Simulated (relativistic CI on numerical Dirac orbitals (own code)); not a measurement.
# Magnetism of Pd⁵⁺, 4d5, in a crystal field

Calculated by Dirac-Coulomb-Breit CI, orbitals from a KLI potential per configuration, a model potential for QED, valence Slater integrals scaled by 0.85, one configuration in a parametric crystal field (own radial code).

Field parameters in Wybourne normalisation: D3d B²₀ = −7Dσ, B⁴₀ = −14Dq − 21Dτ, B⁴₃ = −14√(10/7) Dq; D4h B²₀ = −7Ds, B⁴₀ = 21(Dq − Dt), B⁴₄ = 21√(5/14) Dq; Oh B⁴₀ = 21Dq, B⁴₄ = √(5/14) B⁴₀; Td as Oh with Dq negative (B⁴₀ = 21Dq, B⁴₄ = √(5/14) B⁴₀). The field is a parameter set, without covalency.

S is read from ⟨S²⟩ = S(S + 1).

Powder χT (cm³ K mol⁻¹) by Van Vleck's formula, with temperature-independent terms:

```tsv
Field	2 K	5 K	10 K	20 K	50 K	100 K	200 K	300 K
D3d, 10Dq = 24200, Dσ = 110, Dτ = 130 cm⁻¹	0.548	0.549	0.552	0.558	0.574	0.601	0.655	0.708
D3d, 10Dq = 42150, Dσ = 570, Dτ = -340 cm⁻¹	0.518	0.519	0.521	0.525	0.535	0.552	0.587	0.622
D4h, 10Dq = 28900, Ds = 2750, Dt = 930 cm⁻¹	0.64	0.643	0.648	0.658	0.688	0.738	0.839	0.941
D4h, 10Dq = 35650, Ds = 2190, Dt = -120 cm⁻¹	0.513	0.514	0.515	0.517	0.522	0.531	0.549	0.567
Oh, 10Dq = 16550 cm⁻¹	1.5	2.22	3.19	3.94	4.24	4.29	4.3	4.3
Oh, 10Dq = 21500 cm⁻¹	0.973	1.03	1.12	1.31	1.88	2.73	3.54	3.79
Td, 10Dq = -7850 cm⁻¹	4.35	4.35	4.35	4.35	4.35	4.35	4.35	4.35
Td, 10Dq = -12300 cm⁻¹	4.31	4.33	4.33	4.33	4.33	4.33	4.33	4.33
```

For D3d, 10Dq = 24200, Dσ = 110, Dτ = 130 cm⁻¹: what effective moment follows at 300 K?

μ_eff = √(8χT) = 2.38 μB. The ground level has S = 0.80; the spin-only moment for S = 1/2 is 1.73 μB. The difference comes from the orbital moment, spin-orbit mixing of terms and temperature-independent paramagnetism, all larger in this ionic model than in covalent complexes.
